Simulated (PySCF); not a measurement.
## Relaxation of quartet CoO₂

Level of theory: PySCF, UPBE0, basis Co def2-TZVP, O def2-TZVP (no relativity, density fitting). A (50,194) grid was used.

A hand-made bent start, of C2v symmetry, held to at least that symmetry:

Coordinates in bohr (charge 0 multiplicity 4):
```
Co    0.0000    0.0000   -0.6102
O     2.4767    0.0000    1.1241
O    -2.4767    0.0000    1.1241
```

At each step, columns x, y, z (Å) and Fx, Fy, Fz (eV/Å):

```
step 0  E − E(last) = 12.11 kJ/mol
Co   0.000   0.000  -0.323   0.000   0.000   1.832
O    1.311   0.000   0.595  -0.311   0.000  -0.916
O   -1.311   0.000   0.595   0.311   0.000  -0.916
step 1  E − E(last) = 3.39 kJ/mol
Co   0.000   0.000  -0.269   0.000   0.000   0.526
O    1.342   0.000   0.568   0.169   0.000  -0.263
O   -1.342   0.000   0.568  -0.169   0.000  -0.263
step 2  E − E(last) = 0.27 kJ/mol
Co   0.000   0.000  -0.220   0.000   0.000   0.168
O    1.386   0.000   0.544   0.014   0.000  -0.084
O   -1.386   0.000   0.544  -0.014   0.000  -0.084
step 3  E − E(last) = 0.01 kJ/mol
Co   0.000   0.000  -0.204   0.000   0.000   0.050
O    1.400   0.000   0.535  -0.017   0.000  -0.025
O   -1.400   0.000   0.535   0.017   0.000  -0.025
step 4  E − E(last) = 0.00 kJ/mol
Co   0.000   0.000  -0.200  -0.001   0.000   0.004
O    1.402   0.000   0.534  -0.002   0.000  -0.002
O   -1.402   0.000   0.534   0.003   0.000  -0.003
step 5  E − E(last) = 0.00 kJ/mol
Co   0.000   0.000  -0.200   0.000   0.000   0.000
O    1.402   0.000   0.533   0.000   0.000   0.000
O   -1.402   0.000   0.533   0.000   0.000   0.000
```

It ends at C2v with Co–O 1.583 Å (×2); O–Co–O 124.8°. A frequency run shows a minimum. Other isomers or separated fragments may lie lower.

Other spin states or occupations of the open shell can lie lower.

The relaxation took of the order of 90 core-seconds on a shared host.
